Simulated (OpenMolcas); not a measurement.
# d8 ions of charge +3 down a group with 6 fluoride ligands in octahedral coordination

```json
{"Program": "OpenMolcas", "Method": "CASSCF", "Spin-orbit coupling": "RASSI with atomic mean-field integrals over the reference wave functions"}
```

The d shell is active. Anionic complexes are neutralised by point charges behind the ligands. Distances were set from a Shannon-type radius of the metal (high-spin where two are listed) plus a fixed donor radius (F 1.31 Å). Ligand basis ANO-RCC-VDZP, DKH2 Hamiltonian. States (labels of O, the rotations of Oh). Energies in cm-1 above the lowest state or level, χT in cm3 K/mol; 10Dq and B are least-squares fits to the states below 45000 cm-1, weighted by degeneracy, with a free offset, and given where the rms deviation is under 5 % of |10Dq| (or 100 cm-1) and under 700 cm-1. Spin-only χT is S(S+1) / 2 for the spin of the ground state.

```
 Ion  Shell  R (Å)   Metal basis  Outer charge (e at Å behind ligand)  Ground state  First state of that spin   10Dq  B (rms of fit)  First gap with spin-orbit (degeneracies)  χT at 300 K  First state of another spin  Spin-only χT
Cu3+    3d8   1.85  ANO-RCC-VTZP                           0.5 at 2.6           3A2                 3T2 10615  10828      1351 (145)                              10235 (3, 2)        1.324                     1E 19224         1.000
Ag3+    4d8   2.06  ANO-RCC-VDZP                           0.5 at 2.6           3A2                 3T2 16212  15942       905 (106)                              11627 (3, 2)        1.309                     1E 12311         1.000
Au3+    5d8   2.16  ANO-RCC-VDZP                           0.5 at 2.4           3A2                 3T2 16158  15976        820 (78)                               9331 (3, 2)        1.715                     1E 11843         1.000
```

The rows also differ in their metal basis and outer charges, so part of each step comes from that.

|10Dq| changes by factors of 15942 / 10828 = 1.47 from Cu3+ to Ag3+, 15976 / 15942 = 1.00 from Ag3+ to Au3+.

B goes from 1351 cm-1 (Cu3+) to 820 cm-1 (Au3+).

Every ion keeps the highest spin of its shell. χT departs most from the spin-only value for Au3+, by +0.715 cm3 K/mol.

Without dynamic correlation the repulsion within the d shell is too large (B by tens of per cent), so at a given field states of lower spin stand too high. Ligand-to-metal charge-transfer states are missing. With no ligand orbital active B as a rule stays too high, so bands that hang on it stand too high and its fall with covalency is understated. With metal d orbitals alone and no dynamic correlation the field as a rule comes out too small, by tens of per cent, by up to half for chloride and softer ligands, and the orbital part of g and χT, which goes as 1/10Dq, too large (holds for Cu3+). Real 4d8 and 5d8 ions are as a rule square planar and diamagnetic (holds for Ag3+; Au3+). The least metal-like active orbital is 75 % on the metal (Löwdin) and no ligand orbital is active, so the numbers are rough (holds for Ag3+). With metal d orbitals alone the field can be off either way by tens of per cent (holds for Ag3+; Au3+). The least metal-like active orbital is 79 % on the metal (Löwdin) and no ligand orbital is active, so the numbers are rough (holds for Au3+). No measured value stands beside these numbers; the geometry is a model, was not optimised and need not be the one that this ion takes.
